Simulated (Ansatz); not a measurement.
Task: Name a neutral molecule of Al, N, Si and H with LUMO energy (PBE0/def2-TZVPP) between -1.15 and -0.85 eV and LUMO energy (B3LYP/def2-TZVPP) between -1.25 and -0.95 eV (Ansatz, PBE0-D4/def2-TZVP geometry).

Result: `[AlH2][NH][SiH2][SiH3]` (-1.01 eV, -1.22 eV); `[AlH2][NH][SiH3]` (-0.96 eV, -1.17 eV); `[NH2][Al]1[NH][SiH2]1` (-0.90 eV, -1.12 eV). Other molecules can fit too; these were computed, each in one conformer that needn't be the lowest.

B3LYP here is the variant with VWN-RPA as its local correlation; programs differ in this.
